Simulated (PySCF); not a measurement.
Working out the ionisation energy of Kr²⁺

Kr²⁺ [Ar] 3d10 4s2 4p4 (3P) → Kr³⁺ [Ar] 3d10 4s2 4p3 (4S). Calculation: PySCF 2.14, in aug-cc-pVQZ-PP with ECP10MDF (7s6p5d3f2g, 89 functions); scalar relativity through the core potential. Frozen: 3s2 3p6 3d10. Energies in hartree (1 hartree = 27.21139 eV):

```csv
part,Kr²⁺ (lower),Kr³⁺ (upper)
UHF,-460.867162,-459.605420
CCSD correlation,-0.139296,-0.103577
(T),-0.003731,-0.002674
```

What does Hartree-Fock give?

(-459.605420) − (-460.867162) = 1.261742 hartree = 34.334 eV.

What do CCSD and CCSD(T) give?

The CCSD correlation energies differ by 0.035719 hartree = 0.972 eV and the triples by 0.001057 hartree = 0.029 eV, so CCSD gives 35.306 eV and CCSD(T) 35.335 eV.

Reference: 35.838 ± 0.02 eV (measured; NIST Atomic Spectra Database, ionization energies), between the lowest levels; spin-orbit coupling is absent from the calculation.

What remains against the reference includes basis incompleteness, the frozen core and higher excitations.
